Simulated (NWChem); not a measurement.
System: BSi2H6Cl; SMILES [SiH3]B([SiH3])Cl

The following NWChem deck was run.

```
start job
memory heap 200 mb stack 900 mb global 1100 mb
geometry units angstroms noautosym nocenter noautoz
  B      0.094300     0.003676     0.197242
  Cl     1.794902     0.044924     0.657145
  Si    -0.811414    -1.792997    -0.057418
  H     -1.896505    -1.724784    -1.101482
  H     -1.481397    -2.132118     1.254701
  H      0.140660    -2.907824    -0.401189
  Si    -0.895715     1.754756    -0.061013
  H     -2.356023     1.624807     0.289303
  H     -0.822233     2.082429    -1.535023
  H     -0.300322     2.905447     0.706439
end
basis spherical
  B library def2-tzvp
  Cl library def2-tzvp
  Si library def2-tzvp
  H library def2-tzvp
end
dft
  xc xpbe96 cpbe96
  iterations 150
  semidirect filesize 400000000
end
property
  efieldgrad
end
task dft property
```

The geometry was optimised at PBE-D3(BJ)/def2-SVP.

Vzz is the largest principal value of the second derivative of the potential at the nucleus (NWChem prints the opposite sign); η is the asymmetry. Non-relativistic.

Atoms are numbered as in the input.

Q: Give the results of this calculation. (PBE/def2-TZVP.) Quantities: Vzz B1 (a.u.); η B1; Vzz Cl2 (a.u.); η Cl2.

A: 
```
Item             Value
--------------  ------
Vzz B1 (a.u.)    0.446
η B1              0.55
Vzz Cl2 (a.u.)  -2.040
η Cl2             0.84
```
